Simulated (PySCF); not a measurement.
CH11N3Si2, SMILES N[Si@@H](CN)[SiH2]N.

Geometry optimised at PBE-D3(BJ)/def2-SVP. The structure was generated by enumeration; whether it is a known compound was not checked. The values are those of a single conformer.

Level of theory: PBE-D3(BJ)/def2-SVP (PySCF).

Frequencies are harmonic and unscaled.

```json
[
 {"mode": "1", "ν (cm⁻¹)": "47", "IR (km/mol)": "1.1", "moving atoms (share of kinetic energy)": "N 61 %, H 24 %, Si 12 %"},
 {"mode": "2", "ν (cm⁻¹)": "72", "IR (km/mol)": "4.1", "moving atoms (share of kinetic energy)": "N 43 %, H 32 %, C 14 %, Si 10 %"},
 {"mode": "3", "ν (cm⁻¹)": "101", "IR (km/mol)": "7.2", "moving atoms (share of kinetic energy)": "Si 35 %, H 32 %, N 25 %"},
 {"mode": "4", "ν (cm⁻¹)": "149", "IR (km/mol)": "21.8", "moving atoms (share of kinetic energy)": "H 71 %, N 16 %, Si 11 %"},
 {"mode": "5", "ν (cm⁻¹)": "155", "IR (km/mol)": "1.1", "moving atoms (share of kinetic energy)": "N 69 %, H 26 %"},
 {"mode": "6", "ν (cm⁻¹)": "191", "IR (km/mol)": "35.1", "moving atoms (share of kinetic energy)": "H 50 %, N 34 %, Si 8 %, C 8 %"},
 {"mode": "7", "ν (cm⁻¹)": "238", "IR (km/mol)": "38.9", "moving atoms (share of kinetic energy)": "H 45 %, N 35 %, Si 12 %, C 9 %"},
 {"mode": "8", "ν (cm⁻¹)": "285", "IR (km/mol)": "77.8", "moving atoms (share of kinetic energy)": "H 65 %, Si 20 %"},
 {"mode": "9", "ν (cm⁻¹)": "301", "IR (km/mol)": "54.5", "moving atoms (share of kinetic energy)": "Si 35 %, H 32 %, N 26 %"},
 {"mode": "10", "ν (cm⁻¹)": "374", "IR (km/mol)": "31.9", "moving atoms (share of kinetic energy)": "H 81 %, N 11 %"},
 {"mode": "11", "ν (cm⁻¹)": "399", "IR (km/mol)": "70.9", "moving atoms (share of kinetic energy)": "H 72 %, Si 14 %, N 13 %"},
 {"mode": "12", "ν (cm⁻¹)": "427", "IR (km/mol)": "7.7", "moving atoms (share of kinetic energy)": "Si 43 %, H 41 %, N 9 %"},
 {"mode": "13", "ν (cm⁻¹)": "493", "IR (km/mol)": "70.9", "moving atoms (share of kinetic energy)": "H 70 %, Si 24 %"},
 {"mode": "14", "ν (cm⁻¹)": "512", "IR (km/mol)": "133.5", "moving atoms (share of kinetic energy)": "H 83 %, N 14 %"},
 {"mode": "15", "ν (cm⁻¹)": "626", "IR (km/mol)": "3.5", "moving atoms (share of kinetic energy)": "C 40 %, H 36 %, Si 17 %"},
 {"mode": "16", "ν (cm⁻¹)": "661", "IR (km/mol)": "81.6", "moving atoms (share of kinetic energy)": "H 86 %, Si 11 %"},
 {"mode": "17", "ν (cm⁻¹)": "680", "IR (km/mol)": "3.9", "moving atoms (share of kinetic energy)": "H 92 %"},
 {"mode": "18", "ν (cm⁻¹)": "695", "IR (km/mol)": "73.6", "moving atoms (share of kinetic energy)": "H 72 %, Si 15 %, C 9 %"},
 {"mode": "19", "ν (cm⁻¹)": "743", "IR (km/mol)": "64.5", "moving atoms (share of kinetic energy)": "H 82 %, N 14 %"},
 {"mode": "20", "ν (cm⁻¹)": "781", "IR (km/mol)": "152.6", "moving atoms (share of kinetic energy)": "H 71 %, N 20 %"},
 {"mode": "21", "ν (cm⁻¹)": "797", "IR (km/mol)": "17.1", "moving atoms (share of kinetic energy)": "N 34 %, H 32 %, Si 31 %"},
 {"mode": "22", "ν (cm⁻¹)": "818", "IR (km/mol)": "82.6", "moving atoms (share of kinetic energy)": "N 45 %, Si 32 %, H 23 %"},
 {"mode": "23", "ν (cm⁻¹)": "861", "IR (km/mol)": "20.9", "moving atoms (share of kinetic energy)": "H 70 %, N 15 %, Si 8 %"},
 {"mode": "24", "ν (cm⁻¹)": "892", "IR (km/mol)": "132.5", "moving atoms (share of kinetic energy)": "H 78 %, N 9 %"},
 {"mode": "25", "ν (cm⁻¹)": "908", "IR (km/mol)": "65.9", "moving atoms (share of kinetic energy)": "H 78 %, Si 12 %, N 10 %"},
 {"mode": "26", "ν (cm⁻¹)": "951", "IR (km/mol)": "77.8", "moving atoms (share of kinetic energy)": "H 94 %"},
 {"mode": "27", "ν (cm⁻¹)": "1045", "IR (km/mol)": "7.5", "moving atoms (share of kinetic energy)": "H 90 %, N 8 %"},
 {"mode": "28", "ν (cm⁻¹)": "1066", "IR (km/mol)": "0.4", "moving atoms (share of kinetic energy)": "C 41 %, H 32 %, N 27 %"},
 {"mode": "29", "ν (cm⁻¹)": "1215", "IR (km/mol)": "4.2", "moving atoms (share of kinetic energy)": "H 76 %, C 17 %"},
 {"mode": "30", "ν (cm⁻¹)": "1284", "IR (km/mol)": "1.9", "moving atoms (share of kinetic energy)": "H 72 %, C 20 %, N 8 %"},
 {"mode": "31", "ν (cm⁻¹)": "1408", "IR (km/mol)": "6.5", "moving atoms (share of kinetic energy)": "H 92 %"},
 {"mode": "32", "ν (cm⁻¹)": "1472", "IR (km/mol)": "34.6", "moving atoms (share of kinetic energy)": "H 90 %, N 10 %"},
 {"mode": "33", "ν (cm⁻¹)": "1485", "IR (km/mol)": "43.0", "moving atoms (share of kinetic energy)": "H 91 %, N 9 %"},
 {"mode": "34", "ν (cm⁻¹)": "1576", "IR (km/mol)": "16.4", "moving atoms (share of kinetic energy)": "H 92 %"},
 {"mode": "35", "ν (cm⁻¹)": "2076", "IR (km/mol)": "166.3", "moving atoms (share of kinetic energy)": "H 97 %"},
 {"mode": "36", "ν (cm⁻¹)": "2131", "IR (km/mol)": "108.1", "moving atoms (share of kinetic energy)": "H 97 %"},
 {"mode": "37", "ν (cm⁻¹)": "2152", "IR (km/mol)": "122.8", "moving atoms (share of kinetic energy)": "H 97 %"},
 {"mode": "38", "ν (cm⁻¹)": "2853", "IR (km/mol)": "64.0", "moving atoms (share of kinetic energy)": "H 94 %"},
 {"mode": "39", "ν (cm⁻¹)": "2981", "IR (km/mol)": "15.8", "moving atoms (share of kinetic energy)": "H 92 %, C 8 %"},
 {"mode": "40", "ν (cm⁻¹)": "3391", "IR (km/mol)": "8.5", "moving atoms (share of kinetic energy)": "H 96 %"},
 {"mode": "41", "ν (cm⁻¹)": "3452", "IR (km/mol)": "10.8", "moving atoms (share of kinetic energy)": "H 96 %"},
 {"mode": "42", "ν (cm⁻¹)": "3470", "IR (km/mol)": "1.7", "moving atoms (share of kinetic energy)": "H 92 %, N 8 %"},
 {"mode": "43", "ν (cm⁻¹)": "3472", "IR (km/mol)": "10.0", "moving atoms (share of kinetic energy)": "H 96 %"},
 {"mode": "44", "ν (cm⁻¹)": "3552", "IR (km/mol)": "22.0", "moving atoms (share of kinetic energy)": "H 91 %, N 9 %"},
 {"mode": "45", "ν (cm⁻¹)": "3577", "IR (km/mol)": "22.0", "moving atoms (share of kinetic energy)": "H 91 %, N 9 %"}
]
```
